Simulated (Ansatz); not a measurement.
Worked example: the step energy

An elementary step of Si₂H₅OF, singlet (Si₂H₅OF ([OH][SiH]([F])[SiH3]) → Si₂H₄O ([O][SiH][SiH3]) + HF; Si–F, O–H broken or loosened, F–H formed or tightened). “Start” and “end” are the PBE0-D4/def2-TZVP structures reached by relaxing down either side of its saddle point, with the molecules still in contact.

Program: Ansatz 0.2.0. Basis: def2-TZVPP and def2-QZVPP. Cores are frozen in the correlated methods.

Energies in eV:

| quantity | end | start |
| --- | --- | --- |
| Hartree–Fock, triple zeta (X = 3) | -20549.37511 | -20552.67301 |
| Hartree–Fock, quadruple zeta (X = 4) | -20550.09318 | -20553.41124 |
| MP2 correlation, X = 3 | -20.59530 | -20.06596 |
| MP2 correlation, X = 4 | -22.32705 | -21.79829 |
| CCSD(T) correlation, X = 3 | -22.26273 | -21.75989 |

Question: Work out the step energy at the basis limit: extrapolate Hartree–Fock as E(X) = E∞ + A exp(−7.88 √X) and the MP2 correlation as E(X) = E∞ + B X^−2.97 (the exponents that Neese and Valeev fitted for def2-TZVPP and QZVPP), then add CCSD(T) − MP2 in triple zeta.

Answer: Each step is linear, so take the differences first (end − start): Hartree–Fock 3.29790 (X = 3) and 3.31806 (X = 4); MP2 correlation -0.52934 and -0.52876; CCSD(T) correlation -0.50284.
Two points give E∞ = E(4) + w [E(4) − E(3)], with w = 1/(exp(7.88 (2 − √3)) − 1) = 0.1377 for Hartree–Fock and w = 1/((4/3)^2.97 − 1) = 0.7407 for the correlation.
Hartree–Fock: 3.31806 + 0.1377 × 0.02016 = 3.3208 eV.
MP2 correlation: -0.52876 + 0.7407 × 0.00058 = -0.5283 eV.
CCSD(T) − MP2: -0.50284 − (-0.52934) = 0.0265 eV.
Sum: 3.3208 + (-0.5283) + 0.0265 = 2.8190 eV, or 65.01 kcal/mol. Plain CCSD(T) in triple zeta gives 2.7951 eV, so the larger basis shifts the result by 0.0239 eV.

T1 diagnostic: at most 0.020.

Labels in which every atom is bracketed show which atoms are joined, not bond orders.

For scale, one of the runs: CCSD(T)/def2-TZVPP, 216 basis functions, launched by `ansatz run in.yaml --threads 4 --pin off --events-out ev --progress --plain --max-ram 9574MiB`. The run took 58 s on 4 CPU threads of an Arm Neoverse V2 (shared host), with 3.1 GiB of host memory at its peak.
